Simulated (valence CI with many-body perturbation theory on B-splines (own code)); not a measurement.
Tl XXXII: calculated level list

Calculated by valence CI with perturbative core correlation (CI+MBPT): four valence electrons over a frozen Dirac-Fock core [Kr] 4d10, a basis of 7 s, 7 p, 7 d, 7 f, 4 g, 2 h functions for each j, with the one-electron correlation potential Σ1, the two-electron term Σ2, the three-electron term Σ3, Breit, model QED; selected CI, second order for the rest, scaled by the run's own slope (own B-spline code, finite nucleus).

No measured spectrum was set against this ion. As an estimate, large intervals hold to a few tenths of a per cent, small ones and those within an open d or f shell to about a per cent. Excitations out of the core, of the other parity, are not computed and may begin above about 195 eV (a cautious bound); beyond it only levels of the ground parity were kept, without lifetimes.

Levels 46 to 90 of 125, with energies above the lowest level, (4f5/2^4) J=4. "Leading %" is the weight of the configuration and term that name the level; weights of strongly mixed levels are sums over their largest components and can fall short. In the jj column 3d3/2^4 stands for four electrons in 3d with j = 3/2. Lifetimes count E1, E2, E3, M1 and M2 decay at the calculated energies, and are blank where another channel may lead or the interval is too uncertain; long ones can be off by a factor of two.

| No. | Configuration | Term | J | E (cm⁻¹) | Leading % | Leading jj | Lifetime | Second component |
| --- | --- | --- | --- | --- | --- | --- | --- | --- |
| 46 | 4f4 | 3H | 4 | 169340 | 34 | 4f5/2^2 4f7/2^2 (78 %) | 338 μs | 31 % 4f4 5D |
| 47 | 4f4 | 3F | 3 | 170460 | 60 | 4f5/2^2 4f7/2^2 (55 %) | 311 μs | 19 % 4f4 3G |
| 48 | 4f4 | 3H | 5 | 173770 | 47 | 4f5/2^2 4f7/2^2 (57 %) | 385 μs | 23 % 4f4 3G |
| 49 | 4f4 | 1H | 5 | 174760 | 31 | 4f5/2^2 4f7/2^2 (52 %) | 382 μs | 20 % 4f4 3H |
| 50 | 4f4 | 3H | 4 | 176960 | 43 | 4f5/2^3 4f7/2 (53 %) | 317 μs | 24 % 4f4 1G |
| 51 | 4f4 | 3F | 2 | 177300 | 40 | 4f5/2 4f7/2^3 (77 %) | 197 μs | 32 % 4f4 3P |
| 52 | 4f4 | 3D | 1 | 178470 | 55 | 4f5/2 4f7/2^3 (97 %) | 165 μs | 35 % 4f4 3P |
| 53 | 4f4 | 3L | 9 | 179430 | 66 | 4f5/2 4f7/2^3 (99 %) | 400 μs | 34 % 4f4 3M |
| 54 | 4f4 | 3F | 3 | 182720 | 57 | 4f5/2 4f7/2^3 (81 %) | 238 μs | 27 % 4f4 3D |
| 55 | 4f4 | 3G | 3 | 186300 | 51 | 4f5/2^2 4f7/2^2 (53 %) | 336 μs | 20 % 4f4 5D |
| 56 | 4f4 | 3H | 6 | 188750 | 41 | 4f5/2 4f7/2^3 (49 %) | 389 μs | 25 % 4f4 3I |
| 57 | 4f4 | 3G | 4 | 191150 | 58 | 4f5/2^2 4f7/2^2 (62 %) | 279 μs | 16 % 4f4 1G |
| 58 | 4f4 | 3F | 2 | 193540 | 60 | 4f5/2^2 4f7/2^2 (56 %) | 412 μs | 21 % 4f4 1D |
| 59 | 4f4 | 3P | 0 | 194040 | 42 | 4f5/2^2 4f7/2^2 (74 %) | 132 μs | 40 % 4f4 5D |
| 60 | 4f4 | 3K | 8 | 194180 | 51 | 4f5/2^2 4f7/2^2 (96 %) | 1.32 ms | 48 % 4f4 1L |
| 61 | 4f4 | 3G | 5 | 196480 | 46 | 4f5/2 4f7/2^3 (46 %) | 222 μs | 44 % 4f4 3H |
| 62 | 4f4 | 1G | 4 | 196780 | 44 | 4f5/2 4f7/2^3 (61 %) | 246 μs | 23 % 4f4 3F |
| 63 | 4f4 | 3K | 7 | 197260 | 70 | 4f5/2^2 4f7/2^2 (86 %) | 759 μs | 28 % 4f4 3I |
| 64 | 4f4 | 3I | 5 | 199040 | 44 | 4f5/2 4f7/2^3 (41 %) | 253 μs | 20 % 4f4 3G |
| 65 | 4f4 | 1K | 7 | 202760 | 57 | 4f5/2 4f7/2^3 (82 %) | 313 μs | 36 % 4f4 3I |
| 66 | 4f4 | 3H | 6 | 204740 | 41 | 4f5/2 4f7/2^3 (51 %) | 421 μs | 32 % 4f4 1I |
| 67 | 4f4 | 1D | 2 | 207620 | 58 | 4f5/2 4f7/2^3 (72 %) | 215 μs | 16 % 4f4 3D |
| 68 | 4f4 | 3K | 8 | 210920 | 40 | 4f7/2^4 (81 %) | 140 μs | 31 % 4f4 1L |
| 69 | 4f4 | 1N | 10 | 211760 | 74 | 4f5/2 4f7/2^3 (79 %) | 346 μs | 26 % 4f4 3M |
| 70 | 4f4 | 3F | 4 | 211940 | 40 | 4f5/2 4f7/2^3 (64 %) | 219 μs | 19 % 4f4 3H |
| 71 | 4f4 | 3F | 3 | 212330 | 59 | 4f5/2^2 4f7/2^2 (50 %) | 366 μs | 18 % 4f4 1F |
| 72 | 4f4 | 3F | 4 | 216890 | 41 | 4f5/2 4f7/2^3 (50 %) | 292 μs | 30 % 4f4 1G |
| 73 | 4f4 | 3H | 6 | 220560 | 49 | 4f5/2 4f7/2^3 (53 %) | 190 μs | 25 % 4f4 3K |
| 74 | 4f4 | 3P | 1 | 221060 | 70 | 4f5/2^2 4f7/2^2 (66 %) | 165 μs | 15 % 4f4 3D |
| 75 | 4f4 | 3G | 5 | 226450 | 36 | 4f5/2 4f7/2^3 (52 %) | 151 μs | 28 % 4f4 3H |
| 76 | 4f4 | 3G | 3 | 229400 | 60 | 4f5/2 4f7/2^3 (66 %) | 148 μs | 24 % 4f4 3F |
| 77 | 4f4 | 1I | 6 | 229590 | 44 | 4f5/2^2 4f7/2^2 (49 %) | 469 μs | 42 % 4f4 3I |
| 78 | 4f4 | 3G | 4 | 231720 | 38 | 4f5/2 4f7/2^3 (54 %) | 219 μs | 28 % 4f4 3H |
| 79 | 4f4 | 3D | 2 | 234210 | 38 | 4f5/2^2 4f7/2^2 (34 %) | 246 μs | 25 % 4f4 1D |
| 80 | 4f4 | 3P | 2 | 237090 | 32 | 4f7/2^4 (58 %) | 182 μs | 29 % 4f4 3D |
| 81 | 4f4 | 3H | 5 | 237690 | 39 | 4f5/2^2 4f7/2^2 (33 %) | 261 μs | 37 % 4f4 3G |
| 82 | 4f4 | 1L | 8 | 241220 | 51 | 4f5/2 4f7/2^3 (92 %) | 297 μs | 46 % 4f4 3K |
| 83 | 4f4 | 3G | 3 | 245090 | 48 | 4f5/2 4f7/2^3 (52 %) | 181 μs | 25 % 4f4 3D |
| 84 | 4f4 | 3G | 5 | 248520 | 46 | 4f5/2 4f7/2^3 (46 %) | 167 μs | 18 % 4f4 1H |
| 85 | 4f4 | 3I | 7 | 250230 | 72 | 4f5/2 4f7/2^3 (91 %) | 313 μs | 22 % 4f4 3K |
| 86 | 4f4 | 1D | 2 | 252830 | 42 | 4f5/2 4f7/2^3 (46 %) | 141 μs | 28 % 4f4 3F |
| 87 | 4f4 | 3F | 4 | 256950 | 42 | 4f5/2 4f7/2^3 (35 %) | 176 μs | 38 % 4f4 1G |
| 88 | 4f4 | 1I | 6 | 267170 | 43 | 4f5/2^2 4f7/2^2 (56 %) | 291 μs | 38 % 4f4 3H |
| 89 | 4f4 | 1G | 4 | 269530 | 36 | 4f5/2^2 4f7/2^2 (52 %) | 150 μs | 25 % 4f4 3H |
| 90 | 4f4 | 1F | 3 | 276200 | 56 | 4f5/2 4f7/2^3 (80 %) | 246 μs | 36 % 4f4 3D |

Where two levels of one J and parity lie close, their mixing, g and order are uncertain.
